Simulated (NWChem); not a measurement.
System: SnH2O2Cl2; SMILES [OH][Sn]([OH])([Cl])[Cl]

Here is an NWChem input.

```
start job
memory heap 200 mb stack 900 mb global 1100 mb
geometry units angstroms noautoz
  O     -1.441220    -1.589645     0.185746
  Sn    -0.280268     0.014881     0.050952
  O     -1.466440     1.616768     0.029890
  Cl     1.033857     0.034582    -1.908648
  Cl     1.149201    -0.041891     1.907347
  H     -2.221227    -1.452370    -0.390373
  H     -0.974758     2.370951    -0.354814
end
basis spherical
  * library def2-svp
end
ecp
  Sn library def2-ecp
end
dft
  xc b3lyp
  iterations 150
  mulliken
end
task dft energy
```

All runs use the structure optimised with PBE-D3(BJ)/def2-SVP. def2 effective core potentials on Sn; no spin-orbit coupling.

Q: Predict the main results of this run. (B3LYP/def2-SVP with def2 effective core potentials on Sn.) Quantities: energy (Ha); highest occupied level (eV); orbital gap (eV); dipole (D).

A: 
```
Item                           Result
---------------------------  --------
energy (Ha)                  -1286.14
highest occupied level (eV)     -8.84
orbital gap (eV)                 5.82
dipole (D)                       2.06
```
